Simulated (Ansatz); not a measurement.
Species: CHBO, SMILES `B=C=O` (charge 0, multiplicity 1).

Problem. Give a relaxed geometry from B3LYP-D3(BJ)/def2-TZVP run with Ansatz (a first-principles code).

Solution. the end point of this relaxation (outside a Z-matrix the atoms follow the SMILES, hydrogens last).
Cartesian coordinates (Å) in one orientation:
```xyz
4

B     -0.776    -0.048    -0.084
C      0.651    -0.233    -0.075
O      1.755    -0.562    -0.244
H     -1.629     0.587     0.404
```
